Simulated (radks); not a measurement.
Results of a calculation; reference values are marked as such.
Q: The mean radii <r> (bohr) of the occupied orbitals of an atom or ion are listed with their occupations. Code: a radial shooting solver on a logarithmic mesh with Libxc functionals. Model: Dirac Kohn-Sham, BLYP, spin-unpolarised, spherical densities, finite nucleus; Fermi nuclear charge, rms radius of each element as measured or else 0.836 A^(1/3) + 0.57 fm.

| orbital | occ. | <r> |
|---|---|---|
| 1s1/2 | 2 | 0.07302 |
| 2s1/2 | 2 | 0.3410 |
| 2p1/2 | 2 | 0.3028 |
| 2p3/2 | 4 | 0.3054 |
| 3s1/2 | 2 | 0.9458 |
| 3p1/2 | 0.333333 | 0.9615 |
| 3p3/2 | 0.666667 | 0.9661 |

Name the element and its charge. Open shells, if any, are shared by 2j + 1.

A: Z = 21, scandium, charge +8: Sc8+ in [Ne] 3s2 3p1. The 1s radius gives Z: for a bare nucleus <r> = (2 gamma + 1)/(2Z) with gamma = sqrt(1 - (Z/c)^2), 0.07087 bohr for Z = 21, and screening makes it slightly larger (0.07302 here). The occupations add up to 13, and the charge is Z minus that.
